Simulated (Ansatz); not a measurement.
BBrFH$_{3}$OSi, SMILES `OB(F)[SiH2]Br`. Charge 0, multiplicity 1.

```xyz
8

O    -1.8084    0.6655   -0.0512
B    -0.9771   -0.3305   -0.3946
F    -1.4934   -1.3580   -1.0566
Si    1.0060   -0.3007    0.0654
Br    1.3196    1.6318    1.1638
H    -1.3647    1.3762    0.4261
H     1.4246   -1.3990    0.9704
H     1.8934   -0.2851   -1.1233
```

Q: List the harmonic frequencies (cm⁻¹, unscaled) at PBE0-D4/def2-TZVP in Ansatz. (Best estimate.)

A: Computed: 53, 94, 244, 338, 375, 426, 588, 606, 646, 687, 789, 932, 1010, 1279, 1436, 2236, 2246, 3821.

Q: Is this a minimum?

A: Yes, all 18 modes are real.

Q: Give the ideal-gas thermochemistry at 298.15 K and 1 bar (rigid rotor, harmonic oscillator; point group Cs, symmetry number 1).

A: Zero-point energy 106.5 kJ/mol; H(298) − E = 126.5 kJ/mol; entropy 354.8 J/(mol·K), of which translation 171.9, rotation 118.9, vibration 63.9; G(298) − E = 20.7 kJ/mol. Modes under 100 cm⁻¹ are hindered rotations or soft bends, so the harmonic entropy is rough.

Q: And at 400, 500, 600, 800 and 1000 K?

A: 
```csv
T (K),H − E (kJ/mol),S (J/mol/K),G − E (kJ/mol)
400,137.4,386.4,-17.1
500,149.6,413.4,-57.1
600,162.7,437.3,-99.7
800,191.1,478.1,-191.4
1000,221.5,512.0,-290.5
```

Q: Rotational constants (cm⁻¹)?

A: 0.1873, 0.03655, 0.03091.
